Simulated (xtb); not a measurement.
Ga(H)2(SH) (GaH₃S), SMILES [SH][GaH2]. All values are semi-empirical tight-binding results from xtb (GFN2-xTB unless named), good for trends rather than for accurate numbers. Coordinates come from a GFN2-xTB optimisation.

For metal compounds this method's bond lengths and energies can be far off.

Computed properties:
| Property | Result |
|---|---|
| point group as xtb finds it | Cs |
| orbital gap | 4.39 eV |
| zero-point energy | 11.7 kcal/mol |
| G − E(el) at 298.15 K (modified RRHO) | -5.3 kcal/mol |
